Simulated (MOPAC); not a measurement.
MOPAC input (PM7):

```
PM7 PRECISE GNORM=0.05 LET XYZ GEO-OK AUX(PRECISION=9) THREADS=1
CdTe

Cd   -0.00000000 1   -0.00000000 1   -1.34399523 1
Te    0.00000000 1    0.00000000 1    1.24061099 1
```

### Question
What heat of formation does the run end on?

### Answer
96.68 kcal/mol.
